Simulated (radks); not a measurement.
Initial-state core-level shifts of neutral iridium when its valence configuration changes from [Xe] 4f14 5d7 6s2. Method: scalar-relativistic Kohn-Sham, BLYP, spin-polarised, spherical densities, finite nucleus; open shells are filled with parallel spins first (spin-orbit coupling, left out, can overturn this in heavy ions); Fermi nuclear charge, rms radius 5.4032 fm; computed with a radial shooting solver on a logarithmic mesh with Libxc functionals. Shifts are changes of the shell-averaged eigenvalues in eV (positive: less bound); the change of the density at the nucleus, which sets a Mossbauer isomer shift, is in e/bohr^3, on a base of 1.949e+06.

valence,1s,2p,3p,5s,density at nucleus
4f14 5d6.5 6s2 6p0.5,-2.280,-2.326,-2.313,-2.244,+22.7
4f13 5d8 6s2,-11.287,-12.173,-14.063,-4.068,+122.8
4f13 5d8.5 6s1.5,-9.866,-10.695,-12.600,-2.677,+55.0
4f14 5d6 6s2 6p1,-4.540,-4.640,-4.610,-4.447,+45.8
4f14 5d7 6s1 6p1,-1.659,-1.634,-1.644,-1.651,-97.8
4f13 5d7 6s2 6p1,-16.135,-17.125,-18.984,-8.789,+172.0
4f14 5d7 6s1.5 6p0.5,-0.893,-0.880,-0.885,-0.888,-46.5
4f13.5 5d7 6s2 6p0.5,-7.954,-8.436,-9.352,-4.369,+84.4
4f14 5d6.5 6s1.5 6p1,-3.067,-3.103,-3.095,-3.024,-28.6
